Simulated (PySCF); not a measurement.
Two-component Hartree-Fock for Kr (krypton, neutral)

Start: [Kr]. Calculated with PySCF 2.14 in x2c-TZVPPall-2c with one added diffuse shell each of s, p, d type (7s8p5d1f, 63 functions): generalised Hartree-Fock with the X2C-1e Hamiltonian and a Gaussian nucleus; spin-orbit coupling (SO) screened by Boettger's factors.

```
spinor shell  electrons  ε, screened SO (eV)  weight of nominal j (screened SO)  rms radius, screened SO (bohr)
       1s1/2          2             -14404.3                              1.000                          0.0478
       2s1/2          2              -1960.5                              1.000                           0.199
       2p1/2          2              -1765.0                              1.000                           0.175
       2p3/2          4              -1710.4                              1.000                           0.178
       3s1/2          2              -305.32                              1.000                           0.565
       3p1/2          2              -234.60                              1.000                           0.575
       3p3/2          4              -226.15                              1.000                           0.585
       3d3/2          4              -102.79                              1.000                           0.610
       3d5/2          6              -101.44                              1.000                           0.613
       4s1/2          2              -32.306                              1.000                            1.72
       4p1/2          2              -14.751                              1.000                            2.07
       4p3/2          4              -14.004                              1.000                            2.12
```

```tsv
quantity	screened SO
E (hartree)	-2788.26123
M_J	0
⟨J²⟩	0.000
⟨L²⟩	0.005
⟨S²⟩	0.005
```
